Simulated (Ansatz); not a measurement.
```yaml
crystal:
  periodic: [false, false, false]
  atoms:
    - {symbol: Cs, position_ang: [-2.457840, 1.354793, -1.319647]}
    - {symbol: Cs, position_ang: [1.873644, 2.122638, 2.232357]}
    - {symbol: Cs, position_ang: [-0.162373, -2.369542, 0.168462]}
    - {symbol: I, position_ang: [-1.414869, 0.639400, 2.198980]}
    - {symbol: I, position_ang: [3.383466, -0.815904, 0.462882]}
    - {symbol: I, position_ang: [1.549184, 1.124192, -1.417789]}
    - {symbol: I, position_ang: [-2.771202, -2.055578, -2.325245]}
basis:
  gaussian: {orbitals: def2-TZVP, initial_orbitals: start.molden}
magnetization: {spin_polarized: true, initial_magnetization: 1}
hamiltonian: {xc: {name: CAM-B3LYP}, dispersion: d4}
scf: {omitted_lower_state_checks: [starts]}
output: {orbitals: {seedname: orbitals}}
```

The file start.molden holds the orbitals of an earlier run on this structure, at another level or in another basis.

```sh
$ ansatz run in.yaml --threads 4 --pin off --events-out ev --progress --plain --max-ram 4787MiB
```

(1) Does this run fit into the memory that it is given?

## Answers

(1) No. It has 287 basis functions, and Ansatz plans for 6 GiB where 5 GiB are given.
